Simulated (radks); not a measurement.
Question: The promethium ion Pm13+ is in [Kr] 4d10 5s2. Method: Dirac Kohn-Sham, PBE, spin-unpolarised, spherical densities, finite nucleus; Fermi nuclear charge, rms radius of each element as measured or else 0.836 A^(1/3) + 0.57 fm; computed with a radial shooting solver on a logarithmic mesh with Libxc functionals. Sub-shells are occupied by j as written (lower j first in brackets). One electron is removed from 4d5/2, 4p3/2, 4d3/2, 5s1/2 in turn, with full relaxation. Which removal costs least, and what does each cost?

Answer: 5s1/2 252.62 eV; 4d5/2 383.68 eV; 4d3/2 388.79 eV; 4p3/2 495.83 eV. The 5s1/2 electron leaves first.
